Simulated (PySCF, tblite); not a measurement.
Parent: `[CH3:1][C:2]([CH3:3])([CH3:4])[CH2:5][n:6]1[cH:7][cH:8][n:9][n:10]1` with C2–C5–N6–C7 96°, C7H13N3.

Structures optimised with GFN2-xTB, isolated species. One conformer each, not checked by frequencies here.

| coordinate of the parent | value |
| --- | --- |
| C1–C2 | 1.530 Å |
| C2–C3 | 1.530 Å |
| C2–C4 | 1.529 Å |
| C2–C5 | 1.546 Å |
| C5–N6 | 1.434 Å |
| N6–C7 | 1.352 Å |
| C7–C8 | 1.375 Å |
| C8–N9 | 1.346 Å |
| N9–N10 | 1.279 Å |
| N6–N10 | 1.327 Å |
| C1–C2–C3 | 109.6° |
| C1–C2–C4 | 109.9° |
| C1–C2–C5 | 110.2° |
| C3–C2–C4 | 109.9° |
| C3–C2–C5 | 107.7° |
| C4–C2–C5 | 109.5° |
| C2–C5–N6 | 113.1° |
| C5–N6–C7 | 128.2° |
| C5–N6–N10 | 122.1° |
| C7–N6–N10 | 109.7° |
| N6–C7–C8 | 104.3° |
| C7–C8–N9 | 107.9° |
| C8–N9–N10 | 109.1° |
| N6–N10–N9 | 109.1° |

Question: How does the shared frame change in `[cH:1]1[cH:2][cH:3][c:4]([CH2:5][n:6]2[cH:7][cH:8][n:9][n:10]2)[cH:11][cH:12]1` with C3–C4–C5–N6 65°, C4–C5–N6–C7 69°, C9H9N3? Atoms pair as C5 = C5, N6 = N6, C7 = C7, C8 = C8, N9 = N9, N10 = N10 (parent first).

Answer: 
```csv
parent,relative,value in the relative,change
C5–N6,C5–N6,1.440 Å,+0.006
N6–C7,N6–C7,1.352 Å,0.000
C7–C8,C7–C8,1.375 Å,0.000
C8–N9,C8–N9,1.346 Å,0.000
N9–N10,N9–N10,1.279 Å,0.000
N6–N10,N6–N10,1.326 Å,-0.001
C5–N6–C7,C5–N6–C7,128.1°,-0.1
C5–N6–N10,C5–N6–N10,121.9°,-0.2
C7–N6–N10,C7–N6–N10,109.9°,+0.2
N6–C7–C8,N6–C7–C8,104.1°,-0.2
C7–C8–N9,C7–C8–N9,108.0°,+0.1
C8–N9–N10,C8–N9–N10,109.1°,0.0
N6–N10–N9,N6–N10–N9,108.9°,-0.2
```

Of the parent's bonds, C5–N6 changes most (+0.006 Å). Bonds of the relative outside the shared frame: C1–C2 1.385, C2–C3 1.383, C3–C4 1.390, C4–C5 1.509, C4–C11 1.387, C11–C12 1.385, C1–C12 1.384 Å. Point group C1 → C1.

All values are computed, not measured.
